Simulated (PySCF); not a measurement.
PySCF input (M06-2X/def2-TZVPD):

```python
from pyscf import gto, scf, dft

mol = gto.M(
    atom='''
    C    -1.95801932    0.18285664    0.38525923
    C    -0.69479984    0.60548378   -0.25057466
    C     0.53306484   -0.12471395   -0.05151133
    O     0.65649707   -1.12473274    0.63059536
    O     1.58427789    0.42631052   -0.72147723
    H    -2.35644705    0.97667557    1.02777498
    H    -1.81268154   -0.71582245    0.98147414
    H    -2.72983195   -0.00911014   -0.36896537
    H    -0.66378600    1.48166985   -0.88476697
    H     2.35507267   -0.12779394   -0.52750141
    ''',
    basis='def2-tzvpd',
    charge=0,
    spin=1,
    verbose=4,
)

mf = dft.UKS(mol, xc='m062x').density_fit(auxbasis='def2-universal-jkfit')
mf.grids.level = 4
mf.conv_tol = 1e-9
mf.max_cycle = 100
mf.max_memory = 1500
mf.kernel()
if not mf.converged:
    mf = mf.newton()
    mf.kernel(mf.make_rdm1())
for _ in range(2):
    mo, _, stable, _ = mf.stability(return_status=True)
    if stable:
        break
    mf.kernel(mf.make_rdm1(mo, mf.mo_occ))
mf.analyze()
```

End of the output:

```
Extra cycle  E= -267.742139999049  delta_E= 9.89e-12  |g|= 9.97e-06  |ddm|= 1.41e-05
converged SCF energy = -267.742139999049  <S^2> = 0.75912637  2S+1 = 2.0091056
uhf_internal: lowest eigs of H = [0.23514322 0.28744244 0.42907278]
<class 'pyscf.df.df_jk.DFUKS'> wavefunction is stable in the internal stability analysis
**** SCF Summaries ****
Total Energy =                        -267.742139999049016
Nuclear Repulsion Energy =             168.925248586181624
One-electron Energy =                 -698.680424962561460
Two-electron Energy =                  262.013036377330820
Two-electron Coulomb Energy =          297.222459608790814
DFT Exchange-Correlation Energy =      -35.209423231460015
HOMO-LUMO gap [eV] =                     6.032929852157242
**** MO energy ****
                             alpha | beta                alpha | beta
MO #1   energy= -19.6701781951478  | -19.6696886496967  occ= 1 | 1
MO #2   energy= -19.6193490161465  | -19.6159662874887  occ= 1 | 1
MO #3   energy= -10.6737162485171  | -10.6744978686075  occ= 1 | 1
MO #4   energy= -10.58531841417    | -10.5798054545527  occ= 1 | 1
MO #5   energy= -10.5475640982512  | -10.5480651658226  occ= 1 | 1
MO #6   energy= -1.23167171671242  | -1.22815363850231  occ= 1 | 1
MO #7   energy= -1.13906177929522  | -1.13194690921423  occ= 1 | 1
MO #8   energy= -0.905636594397116 | -0.882936849751996 occ= 1 | 1
MO #9   energy= -0.785368540695597 | -0.776845139475562 occ= 1 | 1
MO #10  energy= -0.6613618558812   | -0.651196151114227 occ= 1 | 1
MO #11  energy= -0.602128995261069 | -0.592437647805877 occ= 1 | 1
MO #12  energy= -0.574825448526784 | -0.570326147949487 occ= 1 | 1
MO #13  energy= -0.54779405346898  | -0.526778766291759 occ= 1 | 1
MO #14  energy= -0.499904289559883 | -0.49486953361716  occ= 1 | 1
MO #15  energy= -0.496273668799011 | -0.482030526417626 occ= 1 | 1
MO #16  energy= -0.480699527040597 | -0.47258743119771  occ= 1 | 1
MO #17  energy= -0.450248970122814 | -0.44753097243926  occ= 1 | 1
MO #18  energy= -0.410587019019239 | -0.38762420938615  occ= 1 | 1
MO #19  energy= -0.36792656443734  | -0.36059564975367  occ= 1 | 1
MO #20  energy= -0.296864551980519 | -0.075158467339218 occ= 1 | 0
MO #21  energy= 0.0107487656466765 | 0.00723252326072836 occ= 0 | 0
MO #22  energy= 0.0241900851852076 | 0.0235058489011841 occ= 0 | 0
MO #23  energy= 0.0392253898776097 | 0.039155530321374  occ= 0 | 0
MO #24  energy= 0.056071122903511  | 0.0512319188247525 occ= 0 | 0
MO #25  energy= 0.0658834783921759 | 0.0622859058781788 occ= 0 | 0
MO #26  energy= 0.0755208899028317 | 0.0749640844346604 occ= 0 | 0
MO #27  energy= 0.0805855826919539 | 0.0832846059707363 occ= 0 | 0
MO #28  energy= 0.0882015352069963 | 0.0922260536075824 occ= 0 | 0
MO #29  energy= 0.0992508409539637 | 0.0986887556806758 occ= 0 | 0
MO #30  energy= 0.100525777069203  | 0.110809861806501  occ= 0 | 0
MO #31  energy= 0.110988233685815  | 0.113725861035538  occ= 0 | 0
MO #32  energy= 0.123623431990858  | 0.122916792994676  occ= 0 | 0
MO #33  energy= 0.148571874751479  | 0.147099362469518  occ= 0 | 0
MO #34  energy= 0.163510345695863  | 0.163043334797249  occ= 0 | 0
MO #35  energy= 0.171334407483599  | 0.168917982190944  occ= 0 | 0
MO #36  energy= 0.17688920810298   | 0.177502012269861  occ= 0 | 0
MO #37  energy= 0.188794744306582  | 0.184252178405734  occ= 0 | 0
MO #38  energy= 0.189453972718485  | 0.188492009440561  occ= 0 | 0
MO #39  energy= 0.216133414107725  | 0.213066231263762  occ= 0 | 0
MO #40  energy= 0.220899213654239  | 0.218303700629203  occ= 0 | 0
MO #41  energy= 0.225906571243236  | 0.227598159045651  occ= 0 | 0
MO #42  energy= 0.237763570484612  | 0.233193938246261  occ= 0 | 0
MO #43  energy= 0.253208162027594  | 0.245488773577676  occ= 0 | 0
MO #44  energy= 0.259242588552003  | 0.253729704724438  occ= 0 | 0
MO #45  energy= 0.261408734539459  | 0.261698962653082  occ= 0 | 0
MO #46  energy= 0.273860765514241  | 0.275589365017477  occ= 0 | 0
MO #47  energy= 0.285105020619152  | 0.278261058999597  occ= 0 | 0
MO #48  energy= 0.287683815075433  | 0.285636126484923  occ= 0 | 0
MO #49  energy= 0.306105707539132  | 0.30670940700498   occ= 0 | 0
MO #50  energy= 0.309819315942584  | 0.309009266572714  occ= 0 | 0
MO #51  energy= 0.31497633123707   | 0.313036510520155  occ= 0 | 0
MO #52  energy= 0.318593429741141  | 0.319199452645486  occ= 0 | 0
MO #53  energy= 0.325977809763441  | 0.323399092068302  occ= 0 | 0
MO #54  energy= 0.336227366932931  | 0.333661609402428  occ= 0 | 0
MO #55  energy= 0.345967030260668  | 0.342981075887718  occ= 0 | 0
MO #56  energy= 0.348564745230361  | 0.349607860389413  occ= 0 | 0
MO #57  energy= 0.358004260182602  | 0.354937678909349  occ= 0 | 0
MO #58  energy= 0.373829730789833  | 0.368676984175324  occ= 0 | 0
MO #59  energy= 0.381206688835604  | 0.369712224541938  occ= 0 | 0
MO #60  energy= 0.383532304628621  | 0.37719775168963   occ= 0 | 0
MO #61  energy= 0.384950498007918  | 0.379558384398048  occ= 0 | 0
MO #62  energy= 0.404851741626065  | 0.40168781096515   occ= 0 | 0
MO #63  energy= 0.417087358363466  | 0.411122455907499  occ= 0 | 0
MO #64  energy= 0.419368297607996  | 0.417398132416803  occ= 0 | 0
MO #65  energy= 0.440260247917549  | 0.433940174397515  occ= 0 | 0
MO #66  energy= 0.455806971454031  | 0.447569858907482  occ= 0 | 0
MO #67  energy= 0.458313972878854  | 0.455788421673847  occ= 0 | 0
MO #68  energy= 0.472567547424411  | 0.471546763351957  occ= 0 | 0
MO #69  energy= 0.485032192993599  | 0.482559978234314  occ= 0 | 0
MO #70  energy= 0.49107224537749   | 0.48452821341784   occ= 0 | 0
MO #71  energy= 0.491792796551686  | 0.49294315039666   occ= 0 | 0
MO #72  energy= 0.50258353694113   | 0.500487441653874  occ= 0 | 0
MO #73  energy= 0.523073600763779  | 0.509691585280111  occ= 0 | 0
MO #74  energy= 0.528345443928311  | 0.5163530228572    occ= 0 | 0
MO #75  energy= 0.55338036425165   | 0.550550871838482  occ= 0 | 0
MO #76  energy= 0.554097691760983  | 0.552744593387419  occ= 0 | 0
MO #77  energy= 0.581540805910375  | 0.581222112398615  occ= 0 | 0
MO #78  energy= 0.607828288371658  | 0.600643135719307  occ= 0 | 0
MO #79  energy= 0.609042124595626  | 0.605029693457366  occ= 0 | 0
MO #80  energy= 0.61395992102199   | 0.60800862921407   occ= 0 | 0
MO #81  energy= 0.619414389780082  | 0.618263836219357  occ= 0 | 0
MO #82  energy= 0.632734403410972  | 0.62667298879521   occ= 0 | 0
MO #83  energy= 0.636209420230285  | 0.633417353960962  occ= 0 | 0
MO #84  energy= 0.645951032696306  | 0.642417761129142  occ= 0 | 0
MO #85  energy= 0.678718935811362  | 0.673093254148307  occ= 0 | 0
MO #86  energy= 0.693170979493069  | 0.682281671269014  occ= 0 | 0
MO #87  energy= 0.700053984756882  | 0.687919268537162  occ= 0 | 0
MO #88  energy= 0.715625841308783  | 0.707132807495052  occ= 0 | 0
MO #89  energy= 0.722877104073838  | 0.721298176686112  occ= 0 | 0
MO #90  energy= 0.73605163094186   | 0.733071290185151  occ= 0 | 0
MO #91  energy= 0.741575646328657  | 0.738257091504073  occ= 0 | 0
MO #92  energy= 0.756477733615354  | 0.749046486114769  occ= 0 | 0
MO #93  energy= 0.762736159679122  | 0.761929024310478  occ= 0 | 0
MO #94  energy= 0.774322616015671  | 0.771637004272497  occ= 0 | 0
MO #95  energy= 0.792885826266956  | 0.788071870916348  occ= 0 | 0
MO #96  energy= 0.815987188702361  | 0.814991194375143  occ= 0 | 0
MO #97  energy= 0.835234494675639  | 0.83672806358629   occ= 0 | 0
MO #98  energy= 0.84867278271559   | 0.851491865425265  occ= 0 | 0
MO #99  energy= 0.889792433910168  | 0.885511175776568  occ= 0 | 0
MO #100 energy= 0.892878038917547  | 0.891205935127522  occ= 0 | 0
MO #101 energy= 0.916043826882327  | 0.915078490393573  occ= 0 | 0
MO #102 energy= 0.917865289540142  | 0.917471886698237  occ= 0 | 0
MO #103 energy= 0.986251591833279  | 0.981416315037116  occ= 0 | 0
MO #104 energy= 0.992020423964875  | 0.994861052677507  occ= 0 | 0
[...]
```

It need not be the lowest isomer of its formula.
